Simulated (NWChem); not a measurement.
# CH$_{6}$MgSi; SMILES [CH3][Mg][SiH3]

```xyz
9

Mg     0.2835    -0.6451    -0.0005
C      0.3531    -2.7377    -0.0005
H      0.8487    -3.1295    -0.8987
H     -0.6518    -3.1793     0.0309
H      0.9029    -3.1277     0.8664
Si     0.1956     1.9487    -0.0005
H     -1.1775     2.5014     0.2328
H      0.6493     2.5639    -1.2892
H      1.0532     2.5779     1.0549
```
Atoms are numbered in this order, from 1.

Computed with NWChem. All runs use the structure optimised with B3LYP/6-31G* (spherical d). Isolated, static molecule.

GIAO at PBE/pcSseg-1: principal shieldings of Si6 are 481.8, 501.0, 501.1 ppm; an isolated tetramethylsilane molecule has σ = 332.9 ppm at the same levels.

Find the isotropic 29Si shift, its principal values, the span and the skew.


1. σ(iso) = one third of the sum = 494.6 ppm.
2. δ = σ(reference) − σ = -161.7 ppm against tetramethylsilane.
3. δ11, δ22, δ33 = -148.9, -168.1, -168.2 ppm.
4. Span Ω = δ11 − δ33 = 19.3 ppm; skew κ = 3(δ22 − δ(iso))/Ω = -0.99.
